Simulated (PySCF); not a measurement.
# Unknown compound

The spectra below were simulated for a compound C$_{7}$H$_{7}$Cl.

$^{1}$H NMR (500 MHz, computed): δ 7.60 (d, 1H), 7.46 (m, 1H), 7.39 (m, 1H), 7.34 (m, 1H), 2.44 (s, 3H).

$^{13}$C{$^{1}$H} NMR (computed): δ 147.5 (C), 145.0 (C), 137.4 (CH), 136.1 (CH), 133.4 (CH), 132.5 (CH), 24.1 (CH3).

PySCF calculation with NMR shieldings at B97-2/pcSseg-2/GIAO and structure optimised with PBE0-D3(BJ)/def2-TZVP; one averaged value for each set of equivalent atoms, single conformer, no solvent model, non-relativistic Hamiltonian.

Shifts are taken against calculated references (same method and geometry level): $^{1}$H and $^{13}$C vs TMS.

What is the structure?

## Answers


- Rings plus π bonds: 4 (1 ring in the answer).
- 7 carbon signals for 7 carbons: no two carbons are equivalent.
- Carbon types of the structure: 2 × C, 4 × CH, 1 × CH3, which accounts for all hydrogens.
- δC 147.5: aromatic carbon bearing chlorine.
- δC 145.0: substituted aromatic carbon.
- δC 137.4, 136.1, 133.4, 132.5: aromatic CH; the aromatic region.
- δC 24.1: methyl carbon on an aromatic ring; a saturated carbon with 1 carbon neighbour and no heteroatom attached.
- δH 7.60, 7.46, 7.39, 7.34: hydrogen on an aromatic CH; the ring current deshields protons in the ring plane.
- δH 2.44: hydrogen on a methyl carbon on an aromatic ring; benzylic-type position, deshielded by the ring.

Structure: ortho-Chlorotoluene.

The shifts were computed for this structure.

Carbons that carry Cl, above all several Cl atoms, come out too deshielded, partly because spin–orbit coupling is missing. Shifts are as computed. Against solution values, carbons near 30 ppm lie about +3 ppm off and those near 130 ppm about +7 ppm; carbons on Cl a further +5 ppm. Of 1211 compounds with measured shifts, 218 miss one by over three times the rms of a fit or turn the order of signals round; such compounds aren't used in these exercises. No couplings were computed; multiplicities are counted from neighbouring protons, with m where these are inequivalent, close in shift, in a saturated or five-membered ring or joined by F or P, and br s for small geminal =CH2 splittings.
